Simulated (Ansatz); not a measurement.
The cluster PdCl2⁺. Charge 1, multiplicity 2. Geometry r2SCAN-D4/def2-TZVP; atoms count from 1.

```xyz
3

Pd    0.430   -0.016    0.826
Cl   -0.260   -1.600   -0.422
Cl   -0.170    1.616   -0.404
```

In the def2 sets Pd takes a core potential; there is no spin–orbit coupling. No other spin state of charge 1 was run. The structure comes from a short search, and lower isomers may exist.

(1) Estimate the Mulliken populations from the PBE0/def2-TZVP orbitals of Ansatz.

(2) Where does the spin sit?

(3) And the Mayer bond orders between bonded heavy atoms (over 0.3)?

Results:

(1) 
```csv
atom,charge (e),spin (α − β),d electrons
Pd1,0.87,0.38,8.57
Cl2,0.07,0.31,–
Cl3,0.07,0.31,–
```
Mulliken values and Mayer orders depend strongly on the basis.

(2) Summed by element: Pd 0.38, Cl 0.62, of 1 unpaired in all. Largest on single atoms: Pd1 0.38, Cl2 0.31, Cl3 0.31.

(3) Pd1–Cl2 1.25 (2.13 Å); Pd1–Cl3 1.25 (2.13 Å). Values over 0.3 also appear between atoms too far apart for a bond (Cl2–Cl3 0.31 at 3.22 Å); they arise where an orbital or an unpaired electron spreads over both atoms.
